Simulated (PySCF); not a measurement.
**Electron correlation in C²⁺ (carbon, charge +2)**

[He] 2s1 3d1, high-spin 3D determinant (an excited configuration). Computed with PySCF 2.14 in aug-cc-pCVTZ-DK with one added diffuse shell each of s, p, d, f type (8s7p5d3f, 75 functions), with the spin-free X2C one-electron Hamiltonian (Gaussian nucleus). Frozen: 1s2; 2 electrons correlated.

With two correlated electrons CCSD is exact within the correlated space (frozen core and kept virtual orbitals).

| level | correlation energy (mhartree) |
| --- | --- |
| CCSD | -10.56 |

Diagnostics: T1 = 0.0072, D1 = 0.0143, largest double amplitude 0.089.

Task: Is a single reference adequate?

Result: Mostly. T1 lies below 0.03, but a double amplitude of this size points to a near-degeneracy that CCSD handles and MP2 describes poorly.
